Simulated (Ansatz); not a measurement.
Ansatz (a first-principles code) input:

Ansatz 0.2 input:
```yaml
crystal:
  periodic: [false, false, false]
  atoms:
    - {symbol: N, position_ang: [-0.93026498, -1.02388437, -0.09689389]}
    - {symbol: B, position_ang: [0.12343345, 0.13390261, 0.01118721]}
    - {symbol: O, position_ang: [-0.40707698, 1.23231897, 0.54338142]}
    - {symbol: O, position_ang: [1.31549808, -0.23591554, -0.45102721]}
    - {symbol: H, position_ang: [-1.25488705, -1.31431870, 0.82998653]}
    - {symbol: H, position_ang: [-0.54094133, -1.84335391, -0.56821346]}
    - {symbol: H, position_ang: [-1.76285105, -0.72006426, -0.60941861]}
    - {symbol: H, position_ang: [0.12660636, 2.02547360, 0.67334537]}
    - {symbol: H, position_ang: [2.05939179, 0.37871334, -0.44221239]}
basis:
  gaussian:
    orbitals: cc-pVTZ-DK
total_charge: 1
magnetization: {spin_polarized: false}
correlation: {method: ccsd_t, electrons: outside_noble_gas}
```

Q: Predict the final energy.

A: -232.76414 Eh (X2C-CCSD(T)/cc-pVTZ-DK). The basis has 190 functions.

It need not be the lowest isomer of its formula.
